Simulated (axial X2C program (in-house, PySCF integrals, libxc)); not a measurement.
**Photoelectron levels of GaO⁻ by EOM-IP-CCSD**

Calculated with an in-house all-electron X2C program for linear molecules (integrals from PySCF): two-component X2C with atomic mean-field Coulomb and Gaunt terms, Gaussian nuclei, basis Ga dyall-acv3z, O dyall-av3z with contracted cores.

R = 1.783 Å (1.045 times 1.706 Å, the PBE0 minimum at charge -1 for the lowest determinant).

Vertical detachment energies of GaO⁻ to the states of GaO:

| Ω of GaO | vertical detachment energy (eV) | above lowest (cm⁻¹) | ionised spinor | one-hole weight |
| --- | --- | --- | --- | --- |
| 1/2 | 2.534 | 0 | 44% O pσ, 26% Ga pσ, 24% Ga sσ | 0.93 |
| 3/2 | 2.880 | 2787 | 83% O pπ, 10% Ga pπ | 0.90 |
| 1/2 | 2.898 | 2934 | 82% O pπ, 10% Ga pπ | 0.90 |
| 1/2 | 6.243 | 29914 | 45% Ga sσ, 44% O pσ | 0.89 |

Take the first Ω = 1/2 and Ω = 3/2 rows of π character: how far apart are they, and which lies lower?

E(3/2) − E(1/2) = 2787 − 2934 = -147 cm⁻¹ at EOM-IP-CCSD: inverted, Ω = 3/2 lower. Splittings at this level can be off by ten to twenty per cent.

This point took 25 s on 1 thread of Intel(R) Xeon(R) Processor @ 2.30GHz, with other jobs on the host.

Reference electrons by ω block (each with its −ω partner): 1/2: 14, 3/2: 5, 5/2: 1. 20 electrons of GaO⁻ correlated (inner shells frozen), 94 natural virtual spinors (a truncated set); levels can be off by some tenths of an eV. Roots sought by Ω: (1/2: 4, 3/2: 3, 5/2: 1); the list ends where they run out and leaves out roots under 60 % one-particle weight. The solver can skip a root, and states that need a further excitation, which the method places far too high, are missing though they may lie low or lowest. T1 of the reference 0.026 (Lee–Taylor). Number of frozen shells: Ga 3 s, 2 p; O 1 s. Large amplitudes in the reference (orbital relaxation or multireference character) lower the reliability.
